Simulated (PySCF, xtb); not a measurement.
C6H6O, SMILES C1=COC=CC=C1.

GFN2-xTB run with xtb at its own geometry gives an orbital gap of 2.67 eV and a dipole moment of 1.69 D.

Geometry: PBE-D3(BJ)/def2-SVP.

What does PBE0/def2-TZVP in PySCF give? (An estimate is asked for; the answer gives what the named calculation found.)

gap 4.81 eV (levels -6.16 and -1.35 eV), dipole 1.29 D.
